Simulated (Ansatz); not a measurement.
Calculated with Ansatz (gas phase, PBE0-D4/def2-TZVP geometries, no zero-point term in ΔE). CCSD(T)/CBS adds triple-zeta CCSD(T) − MP2 to the extrapolated MP2 energy (def2 sets, frozen cores). This one scheme is used for every species. Functionals use def2-TZVPP. B3LYP here is the variant with VWN-RPA as its local correlation; programs differ in this. Elements past krypton have def2 core potentials. For In outer-core shells are correlated without core-valence functions, which leaves a few kJ/mol of doubt a bond. Each species was taken in one conformer, which may not be the lowest.

Reaction (ligand exchange at the In–Cl bond): `[CH3][In]([Cl])[Cl]` + H₂S → `[CH3][In]([SH])[Cl]` + HCl

CCSD(T)/CBS gives +5.8 kcal/mol.

Q: Another level gave +6.4 kcal/mol. Which?
A. MP2/def2-TZVPP
B. BHLYP/def2-TZVPP
C. HF/def2-TZVPP
D. B3LYP-D4/def2-TZVPP

A: D. B3LYP-D4 6.4, HF/def2-TZVPP 9.7, MP2/def2-TZVPP 5.1, BHLYP 7.8 kcal/mol.

Largest T1 diagnostic among the species: 0.012.

Leaving LDA and LC-ωPBE aside and taking each functional with its dispersion term where it has one, the values, not all of them listed here, spread over 2.2 kcal/mol, from PBE-D4 to BHLYP-D4. LDA lies −1.3 kcal/mol from PBE without D4. In def2-TZVPP, CCSD(T) changes the Hartree–Fock value by −4.1 kcal/mol (the triples alone add −0.5 kcal/mol) and MP2 by −4.6 kcal/mol.
